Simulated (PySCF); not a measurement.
# Strontium: highly charged ions in a basis for the neutral atom

Sr⁹⁺ [Ar] 3d10 4s1, Sr¹⁰⁺ [Ar] 3d10. Calculation: PySCF 2.14, in aug-cc-pVDZ-X2C; scalar relativity by spin-free X2C-1e. No spin-orbit coupling, so a gap to NIST mixes the basis error with missing relativistic terms.

Changed run: basis of the neutral atom used for a highly charged ion. This setting is unsound on purpose.

```json
{"species": "Sr⁹⁺", "method": "UHF", "sound run (hartree)": "not run", "changed run (hartree)": "-3153.31990", "converged": "yes"}
{"species": "Sr⁹⁺", "method": "r2SCAN", "sound run (hartree)": "not run", "changed run (hartree)": "-3154.83532", "converged": "yes"}
{"species": "Sr⁹⁺", "method": "M06-L", "sound run (hartree)": "not run", "changed run (hartree)": "-3154.83825", "converged": "yes"}
{"species": "Sr¹⁰⁺", "method": "UHF", "sound run (hartree)": "not run", "changed run (hartree)": "-3146.92561", "converged": "yes"}
{"species": "Sr¹⁰⁺", "method": "r2SCAN", "sound run (hartree)": "not run", "changed run (hartree)": "-3148.38975", "converged": "yes"}
{"species": "Sr¹⁰⁺", "method": "M06-L", "sound run (hartree)": "not run", "changed run (hartree)": "-3148.44909", "converged": "yes"}
```

Ionisation energy of Sr⁹⁺:

```
method  changed run (eV)     NIST (eV)
   UHF            174.00  177.3 ± 0.06
r2SCAN            175.39  177.3 ± 0.06
 M06-L            173.86  177.3 ± 0.06
```

The contracted functions were made for the neutral atom and can be too rigid for a highly charged ion.
